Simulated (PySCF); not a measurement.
# Electron correlation in Hf (hafnium, neutral)

[Xe] 4f14 5d2 6s2, high-spin 3F determinant. Calculation: PySCF 2.14, in def2-TZVP with the def2 core potential (60 electrons) (6s4p3d1f, 40 functions); a scalar-relativistic core potential. Frozen: 5s2 5p6; 4 electrons correlated.

MP2 pair energies summed by pair of shells (mhartree):

| pair | energy | share (%) |
| --- | --- | --- |
| 5d-6s | -21.38 | 51.1 |
| 6s-6s | -17.52 | 41.9 |
| 5d-5d | -2.94 | 7.0 |

Total MP2 correlation energy: -41.84 mhartree.

Same-spin part -9.60 and opposite-spin part -32.24 mhartree; SCS-MP2 scales them by 1/3 and 6/5 to -41.89 mhartree.
